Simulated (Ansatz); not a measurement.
Mulliken charges of `[CH3][Ge]([OH])[Cl]` radical from ωB97M-V/def2-TZVPP in Ansatz (PBE0-D4/def2-TZVP geometry).

```csv
atom,x (Å),y (Å),z (Å),charge (e)
C1,0.070,1.235,-0.046,-0.421
Ge2,-0.662,-0.554,0.273,0.534
O3,0.715,-1.505,0.880,-0.400
Cl4,-1.247,-1.432,-1.639,-0.308
H5,0.419,1.652,0.898,0.139
H6,0.907,1.123,-0.738,0.146
H7,-0.695,1.876,-0.481,0.138
H8,0.585,-2.453,0.797,0.173
```

**Question.** By hand: the dipole of these point charges (1 e Å = 4.8032 D).

**Answer.** Σ q r = (-0.089, 0.455, 0.407) e Å, of length 0.617 e Å = 2.96 D.

**Question.** How does the dipole of the full density compare? (Best estimate.)

**Answer.** Computed: (-0.014, 0.190, 0.237) e Å, 1.46 D; the point charges give 2.03 times that, at 11° from its direction.

Point charges leave out the atoms' own dipoles, such as those of lone pairs, and Mulliken's split depends on the basis, so the two needn't agree.
